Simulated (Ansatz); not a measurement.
Gas-phase reaction in SMILES: OB(Br)Br [dibromoborinic acid] → [O-]B(Br)Br + H+
Geometries: B3LYP-D3(BJ)/def2-TZVP minima from Ansatz (a first-principles code), one conformer each, not searched for the lowest. Frequencies are from Ansatz.

Quantity: gas-phase deprotonation energy (enthalpy at 298 K, with B3LYP-D3(BJ) rigid-rotor harmonic-oscillator terms), in eV. Correlated levels leave the core frozen unless marked. Spin-orbit coupling is left out. The frozen core is the preceding noble-gas configuration, with the filled d and f shells of earlier blocks. No relativistic terms. Anions need diffuse functions: aug- sets have them; def2-D sets add few; the other sets have none. CBS(X,Y): correlation extrapolated as X^-3; Hartree-Fock from the larger set.

| level | program | gas-phase deprotonation energy (eV) |
|---|---|---|
| BLYP-D4/def2-TZVPD | Ansatz + dftd4 | 13.88 |
| revPBE-D3(BJ)/def2-TZVPD | Ansatz + dftd3 | 14.08 |
| revPBE/def2-TZVPD | Ansatz | 14.03 |
| B97M-V/def2-TZVPD | Ansatz | 14.18 |
| BHLYP/def2-TZVPD | Ansatz | ___ |
| r2SCAN0-D4/def2-TZVPD | Ansatz + dftd4 | 14.16 |
| SCS-MP2/aug-cc-pVTZ | Ansatz | 14.12 |
| SCS-MP2/cc-pVTZ | Ansatz | 14.24 |
| CCSD/STO-3G | Ansatz | 17.85 |
| CCSD/cc-pVDZ | Ansatz | ___ |
| CCSD/aug-cc-pVQZ | Ansatz | 14.19 |
| CCSD(T)/CBS(aug-cc-pVTZ,aug-cc-pVQZ) | Ansatz | ___ |

What belongs in the gaps?


- BHLYP/def2-TZVPD, gas-phase deprotonation energy (eV): 14.17
- CCSD/cc-pVDZ, gas-phase deprotonation energy (eV): 14.49
- CCSD(T)/CBS(aug-cc-pVTZ,aug-cc-pVQZ), gas-phase deprotonation energy (eV): 14.06
